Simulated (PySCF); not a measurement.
Se(H)(Et) (C2H6Se), SMILES CC[SeH]. Coordinates come from a TPSSh-D3(BJ)/def2-SVP optimisation. The values are those of a single conformer.

Computed equilibrium geometry at TPSSh-D3(BJ)/def2-SVP (PySCF confirms it by a frequency run) as Cartesian coordinates in Å (one conformer of several):
```xyz
9

Se    -0.5569    -0.2165     0.5500
H     -1.5225    -0.0767    -0.5547
C      1.0305    -0.2417    -0.6238
C      1.2546     1.0501    -1.3975
H      0.9417    -1.1120    -1.2897
H      1.8587    -0.4422     0.0730
H      1.3447     1.9102    -0.7172
H      0.4208     1.2509    -2.0885
H      2.1794     0.9802    -1.9957
```
